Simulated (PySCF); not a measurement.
Gas-phase reaction: InI + 2 Br2 → InBr3 + IBr

Method: PySCF energies (xtb for GFN2) plus ideal-gas RRHO corrections (1 bar). † marks an energy on the PBE0/def2-TZVP geometry and frequencies; other levels use their own. MP2 and CCSD(T) freeze the core. All species are closed-shell singlets. B3LYP is the form with VWN-RPA correlation. I, In: scalar-relativistic def2 core potential, no spin-orbit coupling. Br: all electrons, no relativistic terms. MP2 isn't extrapolated to the basis-set limit; its ΔH°(298 K) is -352.0 kJ in def2-SVP and -318.2 kJ in def2-TZVPP. CCSD(T) isn't extrapolated to the basis-set limit; its ΔH°(298 K) is -318.5 kJ in def2-SVP and -309.2 kJ in def2-TZVPP. The harmonic model lacks anharmonicity and excited electronic states, which grow with temperature; levels with a mode under 35 cm⁻¹ are left out. Soft modes under 120 cm⁻¹ make the harmonic entropy rough for InBr3.

```json
[
 {"level": "B3LYP/def2-TZVP†", "ΔE electronic, kJ": "-266", "ΔH°(298 K), kJ": "-264", "ΔS°(298 K), J/K": "-124", "ΔG°(800 K), kJ": "-166"},
 {"level": "BLYP/def2-TZVP†", "ΔE electronic, kJ": "-239", "ΔH°(298 K), kJ": "-236", "ΔS°(298 K), J/K": "-124", "ΔG°(800 K), kJ": "-139"},
 {"level": "CCSD(T)/def2-TZVPP†", "ΔE electronic, kJ": "-312", "ΔH°(298 K), kJ": "-309", "ΔS°(298 K), J/K": "-124", "ΔG°(800 K), kJ": "-212"},
 {"level": "GFN2-xTB", "ΔE electronic, kJ": "-177", "ΔH°(298 K), kJ": "-174", "ΔS°(298 K), J/K": "-117", "ΔG°(800 K), kJ": "-83"},
 {"level": "M06-2X/def2-TZVP†", "ΔE electronic, kJ": "-322", "ΔH°(298 K), kJ": "-319", "ΔS°(298 K), J/K": "-124", "ΔG°(800 K), kJ": "-222"},
 {"level": "MP2/def2-TZVPP†", "ΔE electronic, kJ": "-321", "ΔH°(298 K), kJ": "-318", "ΔS°(298 K), J/K": "-124", "ΔG°(800 K), kJ": "-221"},
 {"level": "PBE0/def2-QZVP†", "ΔE electronic, kJ": "-297", "ΔH°(298 K), kJ": "-295", "ΔS°(298 K), J/K": "-124", "ΔG°(800 K), kJ": "-197"},
 {"level": "PBE0/def2-TZVP", "ΔE electronic, kJ": "-299", "ΔH°(298 K), kJ": "-296", "ΔS°(298 K), J/K": "-124", "ΔG°(800 K), kJ": "-199"},
 {"level": "r2SCAN/def2-TZVP†", "ΔE electronic, kJ": "-315", "ΔH°(298 K), kJ": "-313", "ΔS°(298 K), J/K": "-124", "ΔG°(800 K), kJ": "-215"},
 {"level": "ωB97X-V/def2-TZVP†", "ΔE electronic, kJ": "-322", "ΔH°(298 K), kJ": "-319", "ΔS°(298 K), J/K": "-124", "ΔG°(800 K), kJ": "-222"}
]
```
ΔH° is lowest at ωB97X-V/def2-TZVP† and highest at GFN2-xTB. No reference value is set beside these.
